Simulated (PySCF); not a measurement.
C5H7FO, SMILES [C@]1(F)(C)OC(=C)C1.

Geometry optimised at B3LYP-D3(BJ)/def2-SVP. The structure was generated by enumeration; whether it is a known compound was not checked.

Two levels are set side by side: PBE/def2-TZVP (PySCF) and B3LYP/def2-TZVP (PySCF). Same geometry, gas phase. Differences are taken from unrounded values.

```csv
quantity,B3LYP,PBE,PBE minus B3LYP
orbital gap (eV),6.85,5.13,-1.72
highest occupied level (eV),-6.62,-5.62,1.00
lowest empty level (eV),0.24,-0.49,-0.72
dipole moment (D),2.46,2.31,-0.15
mean polarisability (bohr³),63.3,64.9,1.6
```

PBE's occupied levels lie high since its potential decays too fast outside the molecule; exact exchange lowers them and widens the gap. Differences between two approximate levels are no errors against the true value.

Rough cost on one machine, each run with all the roots and properties that it gave: B3LYP against PBE within a factor of 2.
